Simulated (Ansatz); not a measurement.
Born–Oppenheimer molecular dynamics of GaH6P (8 atoms, charge 0, multiplicity 1). It starts at the highest image of a converged band, a first-order saddle point between two minima.

Theory: RKS BHLYP/def2-SVP (Ansatz).

| Property | Result |
| --- | --- |
| ensemble | NVE (velocity Verlet) |
| time step | 0.5 fs |
| steps asked | 200 |
| starting velocities drawn for | 100 K |
| seed | 5637 |

First frame:

```xyz
8
Properties=species:S:1:pos:R:3
Ga 0.048 -0.260 -0.001
H -0.075 0.144 1.668
H 1.478 0.074 -0.481
H -1.370 -0.140 -0.607
P 0.148 -2.674 1.163
H -0.656 -3.013 0.052
H 1.390 -2.801 0.500
H -0.013 -0.939 1.609
```

Problem. How far do the bonds stretch over the last three quarters of this one trajectory? (Pairs bonded in most of those frames.)

Solution. 
```csv
bond,mean (Å),spread (Å),shortest,longest
Ga1–H2,1.572,0.054,1.49,1.67
Ga1–H3,1.572,0.016,1.54,1.60
Ga1–H4,1.570,0.015,1.53,1.60
P5–H6,1.416,0.008,1.40,1.43
P5–H7,1.414,0.009,1.39,1.43
P5–H8,1.442,0.104,1.29,1.59
```

Mean temperature of the second half: 1378 K. The conserved energy stayed within 0.33 meV per atom of its start (net change -0.0075 meV per atom), so the integration is sound. The kinetic energy rose, since the run started high on the potential surface and went downhill. It ends in pieces (GaH3 + H3P), so much of that is their flight and rotation, not heat. A run of 0.1 ps of so small a system gives no equilibrium averages. The orbitals stay closed-shell, which can raise the energy where a bond breaks towards radicals; this wasn't checked here.

Time of the run: 9.7 min on 1 thread of Arm Neoverse V1 (shared host), peak memory 0.18 GiB.
